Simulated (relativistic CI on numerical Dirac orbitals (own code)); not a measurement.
# Cu2+ in a cubic cluster: 2p photoemission with charge transfer

Computed with a charge-transfer multiplet model of a cubic metal-ligand cluster with up to one ligand hole, Slater and spin-orbit integrals from Dirac-Coulomb-Breit ions, Slater integrals scaled by 0.9. The ground state mixes d9 with configurations of k ligand holes L, whose averages lie at kΔ + k(k − 1)U_dd/2; a core hole lowers each added d electron by U_cd. 300 K, Lorentzian 0.6 eV and Gaussian 0.8 eV FWHM.

Atomic integrals in eV (Slater integrals scaled, ζ unscaled), ground: F2dd 12.450, F4dd 7.768, zeta_d 0.099; with the core hole: F2dd 12.450, F4dd 7.768, zeta_d 0.138, zeta_core 13.377, F2cd 7.943, G1cd 6.088, G3cd 3.464.

Cluster parameters (eV): Δ = 4.1, U_dd = 7.5, U_cd = 9.1, 10Dq = 1.05, 10Dq(ligand) = 1.1, final-state hopping factor = 1.

| Case | n_d | d9 | d10L | S |
| --- | --- | --- | --- | --- |
| V(eg) = 0.65 eV, V(t2g) = -0.29 eV | 9.02 | 0.98 | 0.02 | 0.50 |
| V(eg) = 1.25 eV, V(t2g) = -0.56 eV | 9.07 | 0.93 | 0.07 | 0.50 |
| V(eg) = 1.55 eV, V(t2g) = -0.7 eV | 9.10 | 0.90 | 0.10 | 0.50 |
| V(eg) = 2.15 eV, V(t2g) = -0.97 eV | 9.16 | 0.84 | 0.16 | 0.50 |
| V(eg) = 2.45 eV, V(t2g) = -1.11 eV | 9.18 | 0.82 | 0.18 | 0.50 |

Weights, n_d and S are thermal averages at 300 K. Binding energies count from the first peak over 30 % of the highest in each spectrum, which can be another peak from case to case. The parameters are a model scan and need not match a compound or its usual spin state. Peaks in eV (height, largest 100):
- V(eg) = 0.65 eV, V(t2g) = -0.29 eV: -4.0 (16), 0.0 (100), 3.1 (43), 16.0 (8), 20.4 (36), 22.0 (50)
- V(eg) = 1.25 eV, V(t2g) = -0.56 eV: 0.0 (60), 4.6 (100), 7.5 (50), 20.1 (28), 25.0 (37), 26.4 (55)
- V(eg) = 1.55 eV, V(t2g) = -0.7 eV: 0.0 (95), 4.8 (100), 7.7 (54), 20.1 (45), 25.2 (37), 26.6 (59)
- V(eg) = 2.15 eV, V(t2g) = -0.97 eV: 0.0 (100), 5.5 (50), 8.4 (34), 20.1 (48), 26.0 (19), 27.3 (35)
- V(eg) = 2.45 eV, V(t2g) = -1.11 eV: 0.0 (100), 5.9 (36), 8.8 (28), 20.1 (49), 27.6 (28)

For the case V(eg) = 1.55 eV, V(t2g) = -0.7 eV, Δ = 4.1 eV is smaller than U_dd = 7.5 eV, the charge-transfer side of the Zaanen-Sawatzky-Allen scheme. With the core hole the average of the configuration with one ligand hole lies at Δ − U_cd = -5.0 eV before mixing: it lies below the unscreened one, so the lowest final states are mostly screened and the unscreened weight appears at higher binding energy as a satellite.
